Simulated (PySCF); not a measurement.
Continuum solvent and chemical shifts

Structure with atom numbers: `[CH2:1]=[CH:2][CH2:3][C:4]1=[O+:5][B@@H-:6]([CH3:7])[O:8][CH:9]=[C:10]1[F:11]`. Each H is labelled by its parent atom. Ha(C1) is cis to C3; Ha(C3) is pro-R; Hb(C3) is pro-S; Hb(C1) is trans to C3.

GIAO PBE0/pcSseg-1 in PySCF 2.14.0 with density-fitted response routines on one PBE0-D3(BJ)/def2-SVP conformer, non-relativistic, equivalent nuclei averaged. Solvents enter as an IEF-PCM continuum (chloroform with ε = 4.7, acetone with ε = 20.5) around the gas-phase geometry. Shifts are referred to TMS, BF3·OEt2, CFCl3 computed in the same medium.

In chloroform, δ in ppm: C4 189.0, C9 176.8, C10 151.5, C2 140.7, C1 131.1, C3 41.6, C7 0.7, B6 5.7, F11 -192.1, H(C9) 8.11, H(C2) 6.10, Ha(C1) 5.76, Hb(C1) 5.72, H(B6) 3.83. Dipole moment 4.05 D.

**Question.** How does each δ change in the more polar medium?

**Answer.** 
| atoms | environment | Δδ, acetone |
| --- | --- | --- |
| C4 | ketone carbonyl carbon | +0.6 |
| C9 | alkene carbon bearing oxygen | +0.8 |
| C10 | β carbon of an enol-ether or enamine type C=C | +0.4 |
| C2 | alkene CH | +0.5 |
| C1 | terminal =CH2 carbon | +0.4 |
| C3 | sp3 CH2 α to a carbonyl | +0.3 |
| C7 | methyl carbon bonded to B | +0.1 |
| B6 | boron bonded to C, 2 O, H, in a 6-membered ring | 0.0 |
| F11 | vinylic fluorine | +0.8 |
| H(C9) | hydrogen on an alkene carbon bearing oxygen | +0.08 |
| H(C2) | hydrogen on an alkene CH | +0.01 |
| Ha(C1) | hydrogen on a terminal =CH2 carbon | +0.05 |
| Hb(C1) | hydrogen on a terminal =CH2 carbon | +0.03 |
| H(B6) | hydrogen on a boron bonded to C, 2 O, in a 6-membered ring | -0.08 |

Changes are relative to chloroform. The dipole moment becomes 4.28 D in acetone.

**Question.** Which nuclei move most (in ppm), and what does the model miss?

**Answer.** C9 (alkene carbon bearing oxygen, +0.8 ppm) and F11 (vinylic fluorine, +0.8 ppm) in acetone. A continuum only polarises the solute; specific hydrogen bonds, the anisotropy of aromatic solvents and changes of geometry or conformer are outside it.
